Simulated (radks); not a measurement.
Results of a calculation; reference values are marked as such.
Q: Xe1.5+, configuration [He] 2s1.5 2p6 3s2 3p6 3d10 4s2 4p6 4d10 5s2 5p5 (fractional occupations, a model configuration). Level of theory: Dirac Kohn-Sham, PBEsol, spin-unpolarised, spherical densities, finite nucleus; open shells are shared between the two j in proportion to 2j + 1; Fermi nuclear charge, rms radius 4.7859 fm (a radial shooting solver on a logarithmic mesh with Libxc functionals). Some entries of the table are withheld. Estimate them.

| orbital | occ. | eigenvalue (eV) | <r> (bohr) |
|---|---|---|---|
| 1s1/2 | 2 | (1) | 0.02666 |
| 2s1/2 | 1.5 | -5417.511 | 0.1139 |
| 2p1/2 | 2 | -5101.867 | 0.09594 |
| 2p3/2 | 4 | -4775.329 | 0.1017 |
| 3s1/2 | 2 | -1131.089 | 0.3044 |
| 3p1/2 | 2 | (2) | 0.2940 |
| 3p3/2 | 4 | (3) | 0.3055 |
| 3d3/2 | 4 | -702.6189 | 0.2753 |
| 3d5/2 | 6 | -689.1039 | 0.2790 |
| 4s1/2 | 2 | -219.5373 | 0.7093 |
| 4p1/2 | 2 | -171.8988 | 0.7359 |
| 4p3/2 | 4 | -159.1748 | 0.7633 |
| 4d3/2 | 4 | -81.5656 | 0.8488 |
| 4d5/2 | 6 | -79.4468 | 0.8593 |
| 5s1/2 | 2 | -35.4237 | 1.770 |
| 5p1/2 | 1.66667 | -23.7430 | 2.025 |
| 5p3/2 | 3.33333 | -22.1727 | 2.109 |

A: 
(1) 1s1/2 eigenvalue (eV): -34440.62
(2) 3p1/2 eigenvalue (eV): -998.5458
(3) 3p3/2 eigenvalue (eV): -935.7661
